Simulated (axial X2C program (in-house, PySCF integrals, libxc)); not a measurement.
What spin–orbit coupling does to AsO⁺

All values were computed with an in-house relativistic program for diatomic molecules. Spin-free means the one-electron spin-free X2C Hamiltonian; two-component (2c) means X2C with spin–orbit coupling and atomic mean-field two-electron Coulomb and Gaunt terms, so the difference of the two also holds small scalar two-electron terms. Basis: As dyall-cv3z [9s9p6d4f1g], O dyall-av3z [7s6p3d2f] (cores contracted in-house); Gaussian nuclei, density fitting, unrestricted open shells. Masses: As 74.922 u, O 15.995 u.

Spin-free state: M_S = 0, Λ = 0 (closed shell); fragments As+ + O.

```
  level  Re (Å)  ωe (cm⁻¹)  De (eV)  μ (D)
   PBE0   1.553     1181.7    6.269  -2.80
r2SCAN0   1.543     1213.4    5.906  -2.82
```

Dipoles are positive if O is the positive end and refer to the centre of mass.

Two-component determinant lowest at the distance of the search:

Ω = 0 (closed shell); fragments As+ + O.

```tsv
level	Re (Å)	ωe (cm⁻¹)	μ (D)
PBE0	1.553	1180.6	-2.80
r2SCAN0	1.544	1212.5	-2.82
```

(1) From the two tables, how do the constants change at the PBE0 level (2c against spin-free)?

Occupations by symmetry block were frozen at the best pattern of an incomplete PBE0 search. The closed shell is kept restricted, so the energy runs too high when the bond is stretched far. De is counted from the lowest determinant-based energies of the atoms at the same level, without counterpoise correction. De is not given where an atomic determinant may have missed its ground term or J level, or where the truncated virtual space spoils (T). The functionals have no current-density term, which raises determinants with orbital currents, atoms included.

## Answers

(1) At the PBE0 level Re is unchanged within 0.001 Å and ωe decreases by 1.1 cm⁻¹.
